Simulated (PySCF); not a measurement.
C₂H₃NO₃Si.
Atom-mapped SMILES: `[N:1]#[C:2][Si@@H:3]([OH:4])[O:5][CH:6]=[O:7]` (hydrogens: H8 on Si3; H9 on O4; H10 on C6)

Computed with PBE0-D3(BJ)/def2-SVP geometry optimisation, gas phase in PySCF.

Question: What internal coordinates does the optimisation give?

Answer: 
```csv
bond,length (pm)
N1≡C2,115.9
C2–Si3,184.6
Si3–O4,163.5
Si3–O5,171.2
O5–C6,132.8
C6=O7,120.3
Si3–H8,147.7
O4–H9,96.6
C6–H10,110.8
```

A selection of angles:
```csv
angle,degrees
N1–C2–Si3,178.4
C2–Si3–O4,106.6
C2–Si3–O5,103.0
C2–Si3–H8,110.2
O4–Si3–O5,112.3
O4–Si3–H8,115.9
O5–Si3–H8,108.0
Si3–O4–H9,113.7
Si3–O5–C6,116.3
O5–C6–O7,123.5
O5–C6–H10,112.1
O7–C6–H10,124.4
```

Torsions: C2–Si3–O5–C6 -169° (antiperiplanar); Si3–O5–C6–O7 3° (synperiplanar); H9–O4–Si3–C2 171° (antiperiplanar).

Si3 (oxygen-bound silicon) is distorted tetrahedral (angles from 103.0° to 115.9°). O4 (silanol oxygen) is bent (angle 113.7°). The 2 O–Si bonds span 1.635 Å (Si3–O4, drawn single) to 1.712 Å (Si3–O5, drawn single), a spread of 0.077 Å. The 2 C–O bonds span 1.203 Å (C6=O7, drawn double) to 1.328 Å (O5–C6, drawn single), a spread of 0.125 Å. Of the pairs four or more bonds apart, O7···H9 is among the closest relative to their van der Waals radii: 2.40 Å, 88 % of the sum of Bondi's values.

Point group: C1 (no symmetry element, even within 0.4 Å). No PBE0-D3(BJ)/def2-SVP frequencies stand behind this structure, so it isn't proved a minimum. One conformer, not necessarily the lowest (C2–Si3–O4–H 171°, C2–Si3–O5–C6 -169°, Si3–O5–C6–O7 3°).
